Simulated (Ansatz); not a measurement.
System: trimethyl(trifluoromethyl)germane, C4H9F3Ge, net charge 0, singlet state. 
Structure (B3LYP-D3(BJ)/def2-TZVP (Ansatz, a first-principles code) minimum search):
SMILES: [CH3][Ge]([CH3])([CH3])[C](F)(F)F
```xyz
17

C      0.0405     2.2171    -0.4402
Ge    -0.1341     0.4995     0.4858
C      1.2079     0.2612     1.8930
C     -1.9579     0.1652     1.1181
C      0.2487    -0.9267    -0.9012
F     -0.6166    -0.8786    -1.9477
F      0.1620    -2.1831    -0.3914
F      1.4950    -0.8145    -1.4308
H      1.0474     2.3300    -0.8408
H     -0.1538     3.0368     0.2520
H     -0.6725     2.2779    -1.2618
H      2.2105     0.3815     1.4837
H      1.0608     1.0018     2.6796
H      1.1248    -0.7333     2.3303
H     -2.0292    -0.8290     1.5583
H     -2.6635     0.2336     0.2907
H     -2.2331     0.9019     1.8733
```

Property: vertical triplet-singlet gap (E(triplet) - E(singlet); each state is the SCF solution reached for its spin; the molecule has degenerate orbitals, so one determinant may break the symmetry), in kJ/mol. Valence correlation only, unless marked. Open shells are spin-unrestricted. Spin-orbit coupling is left out. The frozen core is the preceding noble-gas configuration, with the filled d and f shells of earlier blocks. No relativistic terms. 

```tsv
level	program	vertical triplet-singlet gap (kJ/mol)
HF/aug-cc-pVDZ	Ansatz	718.1
HF/aug-cc-pVTZ	Ansatz	713.1
SVWN5/def2-TZVPD	Ansatz	676.8
PBE/def2-TZVPD	Ansatz	674.2
r2SCAN/def2-TZVPD	Ansatz	712.8
B3LYP/def2-TZVPD	Ansatz	720.3
PBE0/def2-TZVPD	Ansatz	730.5
BHLYP/def2-TZVPD	Ansatz	755.7
CAM-B3LYP/def2-TZVPD	Ansatz	754.8
wB97M-V/def2-TZVPD	Ansatz	770.3
wB97X-V/def2-TZVPD	Ansatz	782.1
B2PLYP/def2-TZVPD	Ansatz	744.0
RI-MP2/aug-cc-pVTZ	Ansatz	770.5
SCS-MP2/aug-cc-pVDZ	Ansatz	767.9
```
